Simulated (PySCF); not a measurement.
A structure optimised at B3LYP-D3(BJ)/def2-SVP, used in a PySCF frequency run:

```xyz
16

O      1.4780    -0.2253     2.4832
C      1.6055    -0.9212     1.5005
Si     0.3358    -0.8181     0.0381
Si     1.3403     0.5293    -1.6154
C     -1.2437    -0.0768     0.7479
Si    -2.4202     0.7468    -0.4725
H      2.4919    -1.6136     1.4146
H      0.1290    -2.1898    -0.5188
H      2.6892    -0.0182    -1.9493
H      1.4977     1.9211    -1.1013
H      0.5112     0.5566    -2.8557
H     -0.9106     0.6640     1.4969
H     -1.7790    -0.8661     1.3034
H     -3.6293     1.2802     0.2198
H     -2.8564    -0.2300    -1.5136
H     -1.7209     1.8742    -1.1566
```
Charge 0, spin multiplicity 1.

Write its SMILES and formula.

O=C[Si@H]([SiH3])C[SiH3], C2H10OSi3

What are its rotational constants (standard atomic weights)?

1.8989, 1.1857, 0.82213 GHz
